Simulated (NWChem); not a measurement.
System: GaHBrF; SMILES [F][GaH][Br]

Here is an NWChem input.

```
start job
memory heap 200 mb stack 900 mb global 1100 mb
geometry units angstroms noautosym nocenter noautoz
  Ga    -0.360231    -0.911377     0.000000
  H     -1.775369    -1.536200     0.000000
  F      1.049161    -1.943423     0.000000
  Br     0.113707     1.308266     0.000000
end
basis spherical
  Ga library pcsseg-1
  H library pcsseg-1
  F library pcsseg-1
  Br library pcsseg-1
end
dft
  xc kt2
  iterations 150
end
property
  shielding
end
task dft property
```

NWChem printed, in part:

```
             Northwest Computational Chemistry Package (NWChem) 7.3.0
             --------------------------------------------------------

                             Geometry "geometry" -> ""
                             -------------------------

 Output coordinates in angstroms (scale by  1.889725989 to convert to a.u.)

  No.       Tag          Charge          X              Y              Z
 ---- ---------------- ---------- -------------- -------------- --------------
    1 Ga                  31.0000    -0.36023100    -0.91137700     0.00000000
    2 H                    1.0000    -1.77536900    -1.53620000     0.00000000
    3 F                    9.0000     1.04916100    -1.94342300     0.00000000
    4 Br                  35.0000     0.11370700     1.30826600     0.00000000

 Effective nuclear repulsion energy (a.u.)     404.4488441054

                              NWChem Property Module
                              ----------------------

  itol2e modified to match energy
  convergence criterion.

                                 NWChem DFT Module
                                 -----------------

 Summary of "ao basis" -> "ao basis" (spherical)
 ------------------------------------------------------------------------------
       Tag                 Description            Shells   Functions and Types
 ---------------- ------------------------------  ------  ---------------------
 Ga                         pcsseg-1                15       41   5s7p3d
 H                          pcsseg-1                 3        5   2s1p
 F                          pcsseg-1                 7       17   3s3p1d
 Br                         pcsseg-1                15       41   5s7p3d

  itol2e modified to match energy
  convergence criterion.

            General Information
            -------------------
          SCF calculation type: DFT
          Wavefunction type:  closed shell.
          No. of atoms     :     4
          No. of electrons :    76
           Alpha electrons :    38
            Beta electrons :    38
          Charge           :     0
          Spin multiplicity:     1
          Use of symmetry is: off; symmetry adaption is: off
          Maximum number of iterations: 150
          AO basis - number of functions:   104
                     number of shells:    40
          Convergence on energy requested:  1.00D-07
          Convergence on density requested:  1.00D-05
          Convergence on gradient requested:  5.00D-04

              XC Information
              --------------
                          KT2 Method XC Functional
                        Slater Exchange Functional  1.072 local
                           KT1 gradient correction  1.000 non-local
            Perdew 1991 LDA Correlation Functional  0.577 local

             Grid Information
             ----------------
          Grid used for XC integration:  fine
          Radial quadrature: Mura-Knowles
          Angular quadrature: Lebedev.
          Tag              B.-S. Rad. Rad. Pts. Rad. Cut. Ang. Pts.
          ---              ---------- --------- --------- ---------
          Ga                  1.30      140           8.0       974
          H                   0.35       60          10.0       590
          F                   0.50       70          10.0       590
          Br                  1.15      140          10.0       974
          Grid pruning is: on
          Number of quadrature shells:   410
          Spatial weights used:  Erf1

      Superposition of Atomic Density Guess
      -------------------------------------

 Sum of atomic energies:       -4594.95927286

      Non-variational initial energy
      ------------------------------

 Total energy =   -4595.257926
 1-e energy   =   -7214.915096
 2-e energy   =    2215.208326
 HOMO         =      -0.399235
 LUMO         =      -0.000217

   convergence    iter        energy       DeltaE   RMS-Dens  Diis-err
 ---------------- ----- ----------------- --------- --------- ---------
 d= 0,ls=0.0,diis     1  -4618.1248772422 -5.02D+03  1.87D-02  5.38D+00
 d= 0,ls=0.0,diis     2  -4617.5526133054  5.72D-01  1.75D-02  7.38D+00
 d= 0,ls=0.0,diis     3  -4618.0221604903 -4.70D-01  5.34D-03  2.70D+00
 d= 0,ls=0.0,diis     4  -4618.2283543153 -2.06D-01  2.88D-03  3.13D-02
 d= 0,ls=0.0,diis     5  -4618.2287932765 -4.39D-04  1.54D-03  3.40D-02
  Resetting Diis
 d= 0,ls=0.0,diis     6  -4618.2334339493 -4.64D-03  2.33D-04  3.39D-03
 d= 0,ls=0.0,diis     7  -4618.2336930529 -2.59D-04  2.62D-04  2.50D-04
 d= 0,ls=0.0,diis     8  -4618.2335912586  1.02D-04  1.66D-04  1.40D-03
 d= 0,ls=0.0,diis     9  -4618.2337197181 -1.28D-04  2.30D-05  9.95D-06
 d= 0,ls=0.0,diis    10  -4618.2337208497 -1.13D-06  6.42D-06  9.91D-07
 d= 0,ls=0.0,diis    11  -4618.2337209441 -9.43D-08  1.87D-06  8.99D-08

         Total DFT energy =    -4618.233720944078
      One electron energy =    -7219.708912677025
           Coulomb energy =     2393.921185764315
    Exchange-Corr. energy =     -196.894838136752
 Nuclear repulsion energy =      404.448844105384

 Numeric. integr. density =       76.000000778140

                       DFT Final Molecular Orbital Analysis
                       ------------------------------------

 Vector   36  Occ=2.000000D+00  E=-3.120082D-01
              MO Center= -2.0D-02, -7.2D-01, -8.3D-10, r^2= 4.2D+00
   Bfn.  Coefficient  Atom+Function         Bfn.  Coefficient  Atom+Function
  ----- ------------  ---------------      ----- ------------  ---------------
    88      0.355593  4 Br py                85      0.310406  4 Br py
    42      0.273961  2 H  s                 54      0.244119  3 F  py
    57      0.220202  3 F  py                53      0.202555  3 F  px
    43      0.198558  2 H  s                 56      0.187278  3 F  px
    51      0.132677  3 F  py                31     -0.130245  1 Ga d  2

 Vector   37  Occ=2.000000D+00  E=-2.879018D-01
              MO Center=  1.0D-01,  1.1D+00,  5.6D-09, r^2= 1.9D+00
   Bfn.  Coefficient  Atom+Function         Bfn.  Coefficient  Atom+Function
  ----- ------------  ---------------      ----- ------------  ---------------
    89      0.564106  4 Br pz                86      0.510696  4 Br pz
    80     -0.195469  4 Br pz                83     -0.139299  4 Br pz
    55     -0.085478  3 F  pz                26      0.079954  1 Ga pz
    58     -0.079084  3 F  pz                23      0.077734  1 Ga pz
    28     -0.061203  1 Ga d -1              74      0.059402  4 Br pz

 Vector   38  Occ=2.000000D+00  E=-2.778028D-01
              MO Center=  7.0D-02,  1.1D+00,  1.6D-09, r^2= 2.1D+00
   Bfn.  Coefficient  Atom+Function         Bfn.  Coefficient  Atom+Function
  ----- ------------  ---------------      ----- ------------  ---------------
    87      0.564411  4 Br px                84      0.510070  4 Br px
    78     -0.194679  4 Br px                81     -0.138599  4 Br px
    42      0.096553  2 H  s                 88     -0.090306  4 Br py
    85     -0.085173  4 Br py                27     -0.083594  1 Ga d -2
    43      0.081794  2 H  s                 54     -0.069555  3 F  py

 Vector   39  Occ=0.000000D+00  E=-9.106716D-02
              MO Center= -4.2D-01, -7.8D-01, -4.0D-09, r^2= 3.7D+00
   Bfn.  Coefficient  Atom+Function         Bfn.  Coefficient  Atom+Function
  ----- ------------  ---------------      ----- ------------  ---------------
    26      0.726651  1 Ga pz                23      0.421764  1 Ga pz
    89     -0.273979  4 Br pz                86     -0.171562  4 Br pz
    58     -0.145985  3 F  pz                55     -0.138000  3 F  pz
    17     -0.133515  1 Ga pz                20     -0.113577  1 Ga pz
    40      0.080025  1 Ga d  1              52     -0.075962  3 F  pz

 Vector   40  Occ=0.000000D+00  E=-7.667429D-02
              MO Center= -3.5D-01, -6.1D-01,  4.8D-09, r^2= 4.1D+00
   Bfn.  Coefficient  Atom+Function         Bfn.  Coefficient  Atom+Function
  ----- ------------  ---------------      ----- ------------  ---------------
     5      0.962544  1 Ga s                 43     -0.651826  2 H  s
     4      0.574459  1 Ga s                 88      0.461582  4 Br py
     3     -0.393656  1 Ga s                 42     -0.287529  2 H  s
    68     -0.263352  4 Br s                 85      0.257440  4 Br py
    67     -0.222484  4 Br s                 49     -0.194404  3 F  s

 Vector   41  Occ=0.000000D+00  E= 1.616763D-03
              MO Center= -6.4D-01, -9.0D-01, -1.1D-09, r^2= 4.5D+00
   Bfn.  Coefficient  Atom+Function         Bfn.  Coefficient  Atom+Function
  ----- ------------  ---------------      ----- ------------  ---------------
    25      0.870326  1 Ga py                24     -0.506415  1 Ga px
    68     -0.318980  4 Br s                 87      0.300312  4 Br px
    88      0.230740  4 Br py                37     -0.229439  1 Ga d -2
    49      0.223366  3 F  s                 22      0.222224  1 Ga py
    67     -0.149590  4 Br s                 84      0.140089  4 Br px

     Multipole analysis of the density
     ---------------------------------

     L   x y z        total         alpha         beta         nuclear
     -   - - -        -----         -----         ----         -------
     0   0 0 0     -0.000000    -38.000000    -38.000000     76.000000

     1   1 0 0     -0.718169     -0.812301     -0.812301      0.906434
     1   0 1 0     -0.031434      1.392492      1.392492     -2.816417
     1   0 0 1      0.000000      0.000000      0.000000      0.000000

     2   2 0 0    -31.006211    -46.810389    -46.810389     62.614566
     2   1 1 0      2.626755      1.740641      1.740641     -0.854527
     2   1 0 1     -0.000000     -0.000000     -0.000000      0.000000
     2   0 2 0    -31.561458   -233.625282   -233.625282    435.689107
     2   0 1 1     -0.000000     -0.000000     -0.000000      0.000000
     2   0 0 2    -27.642138    -13.821069    -13.821069      0.000000

          -----------------------------------------
          Chemical Shielding Tensors (GIAO, in ppm)
          -----------------------------------------

                                NWChem CPHF Module
                                ------------------

  scftype          =     RHF
  nclosed          =       38
  nopen            =        0
  variables        =     2508
  # of vectors     =        3
  tolerance        = 0.10D-03
  level shift      = 0.00D+00
  max iterations   =       50
  max subspace     =       30

 SCF residual:    7.8698520445694419E-005

Iterative solution of linear equations
  No. of variables     2508
  No. of equations        3
  Maximum subspace       30
        Iterations       50
       Convergence  1.0D-04

   iter   nsub   residual    time
   ----  ------  --------  ---------
     1      3    2.73D-05      34.9

      Atom:    1  Ga
        Diamagnetic
   2639.8293      0.6073      0.0000
      0.6073   2649.0033     -0.0000
      0.0000     -0.0000   2641.8092

        Paramagnetic
  -1224.2026    152.8700      0.0000
    152.8700  -1103.2011      0.0000
      0.0000      0.0000  -1439.8076

        Total Shielding Tensor
   1415.6267    153.4773      0.0000
    153.4773   1545.8023      0.0000
      0.0000      0.0000   1202.0015

           isotropic =    1387.8102
          anisotropy =     389.4192

          Principal Components and Axis System
                 1           2           3
             1647.4229   1314.0060   1202.0015

      1         0.5521      0.8338     -0.0000
      2         0.8338     -0.5521     -0.0000
      3         0.0000     -0.0000      1.0000

      Atom:    2  H
        Diamagnetic
     37.0435      9.1265      0.0000
      9.1265     23.9457     -0.0000
      0.0000     -0.0000     18.1849

        Paramagnetic
     -3.9099     -1.0755     -0.0000
     -1.0755     -0.4711      0.0000
     -0.0000      0.0000      0.0197

        Total Shielding Tensor
     33.1336      8.0509     -0.0000
      8.0509     23.4745      0.0000
     -0.0000      0.0000     18.2046

           isotropic =      24.9376
          anisotropy =      19.1323

          Principal Components and Axis System
                 1           2           3
               37.6925     18.9157     18.2046

      1         0.8702     -0.4927      0.0000
      2         0.4927      0.8702     -0.0000
      3        -0.0000      0.0000      1.0000

      Atom:    3  F
        Diamagnetic
    483.0954    -12.0662     -0.0000
    -12.0662    480.1692      0.0000
     -0.0000      0.0000    469.3715

        Paramagnetic
   -262.9822   -114.2454      0.0000
   -114.2454   -342.7603      0.0000
      0.0000      0.0000   -153.9027

        Total Shielding Tensor
    220.1132   -126.3117      0.0000
   -126.3117    137.4090      0.0000
      0.0000      0.0000    315.4688

           isotropic =     224.3303
          anisotropy =     136.7077

          Principal Components and Axis System
                 1           2           3
              315.4688    311.6695     45.8527

      1         0.0000      0.8097      0.5869
      2        -0.0000     -0.5869      0.8097
      3         1.0000     -0.0000     -0.0000

      Atom:    4  Br
        Diamagnetic
   3126.7078      1.5123     -0.0000
      1.5123   3135.3059     -0.0000
     -0.0000     -0.0000   3126.5594

        Paramagnetic
  -1086.0310    337.7827      0.0000
    337.7827   -393.0150      0.0000
      0.0000      0.0000   -710.8196

        Total Shielding Tensor
   2040.6768    339.2950      0.0000
    339.2950   2742.2910      0.0000
      0.0000      0.0000   2415.7398

           isotropic =    2399.5692
          anisotropy =     719.9377

          Principal Components and Axis System
                 1           2           3
             2879.5277   2415.7398   1903.4401

      1         0.3750     -0.0000      0.9270
      2         0.9270     -0.0000     -0.3750
      3         0.0000      1.0000      0.0000
```

Level: KT2/pcSseg-1, GIAO. Geometry: optimised at PBE0/def2-SVP. The printed shielding anisotropy is the first printed principal value minus the mean of the other two.
